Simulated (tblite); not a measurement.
Compound: C7H3F2N.
SMILES with atom numbers: `[CH2:1]=[C:2]1[C:3]([C:4]#[N:5])=[CH:6][C:7]([F:8])=[C:9]1[F:10]` (hydrogens: H11, H12 on C1; H13 on C6)

Method: GFN2-xTB as coded in tblite; computed harmonic values from a numerical Hessian at the method's own geometry, unscaled. Errors from tens to a few hundred cm⁻¹ against measured bands are possible.

Harmonic wavenumbers (cm⁻¹): 95.8, 121.5, 140.1, 239.1, 267.0, 294.2, 306.5, 433.3, 472.6, 477.2, 530.0, 538.3, 610.0, 662.6, 707.1, 751.0, 829.9, 831.7, 927.0, 1011.7, 1095.5, 1118.1, 1221.2, 1297.1, 1338.8, 1379.8, 1550.4, 1660.7, 1673.2, 2359.2, 3100.8, 3137.3, 3160.4.

A = 2372, B = 1028, C = 717.4 MHz; mass 139.023 u (most abundant isotopes); point group Cs, symmetry number 1.

**Question.** What is the zero-point energy?

**Answer.** ½Σν̃ = 17170 cm⁻¹ = 205.39 kJ/mol.

**Question.** What is S at 350 K and 1 bar for an ideal gas of classical rigid rotors and harmonic oscillators?

**Answer.** Translation 173.73, rotation 125.84, vibration 107.66: S = 407.2 J/(mol K).

**Question.** And Cp and H(350 K) − H(0)?

**Answer.** Cp = 157.09 J/(mol K), of which vibrations give 123.83 (their classical limit is 33 R = 274.4); H(350 K) − H(0) = 33.09 kJ/mol without the zero-point energy, 21.45 from vibrations.

**Question.** Blend soft modes into free rotors: weight 1/[1 + (100 cm⁻¹/ν̃)⁴] for the oscillator and the rest for a rotor with moment μB/(μ + B), μ = h/(8π²ν), B = 10⁻⁴⁴ kg m². What vibrational entropy results?

**Answer.** 104.80 J/(mol K) in place of 107.66, which changes −T·S at 350 K by +1.00 kJ/mol.

**Question.** How do the functions run with temperature in this model?

**Answer.** 
| T (K) | S (J/(mol K)) | Cp (J/(mol K)) | H − H(0) (kJ/mol) | G − H(0) (kJ/mol) | ln q(vib) |
| --- | --- | --- | --- | --- | --- |
| 100 | 276.2 | 65.4 | 4.57 | -23.06 | 0.71 |
| 200 | 334.2 | 106.1 | 13.17 | -53.68 | 2.49 |
| 300 | 384.2 | 141.8 | 25.62 | -89.64 | 4.53 |
| 500 | 469.8 | 193.6 | 59.56 | -175.33 | 8.72 |
| 800 | 571.3 | 237.1 | 124.90 | -332.17 | 14.60 |
| 1000 | 626.2 | 254.2 | 174.14 | -452.07 | 18.14 |

q(vib) and H(0) count from the zero-point level.

**Question.** What must be added to the electronic energy to get the Gibbs energy at 350 K and 1 bar?

**Answer.** ZPE + [H(350 K) − H(0)] − T·S = 205.39 + 33.09 − 142.53 = 95.95 kJ/mol.

Hindered rotation and anharmonicity are outside this model.
